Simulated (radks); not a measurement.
Task: Coherent X-ray form factor from a spherical all-electron density. Method: non-relativistic Kohn-Sham, PBEsol, spin-polarised, spherical densities, point nucleus; computed with a radial shooting solver on a logarithmic mesh with Libxc functionals.

sin(theta)/lambda (1/angstrom),f0 (electrons)
0.05,65.634
0.1,62.653
0.15,59.335
0.2,55.914
0.25,52.430
0.3,49.019
0.4,42.873
0.5,37.758
0.6,33.454
0.8,26.594
1,21.717
1.25,17.869
1.5,15.471
2,11.908

The species is in the configuration that NIST lists as its ground one. Which atom or ion scatters so?

Result: Neutral holmium, [Xe] 4f(up 6.25, down 4.75) 6s2. Extrapolating in s^2 from the first two rows gives f0(0) = 66.6, near the electron count 67; among species with that count, the fall with angle is slower the higher Z, and the table is that of Z = 67; from so few rows the species is fixed only to a neighbour or two.
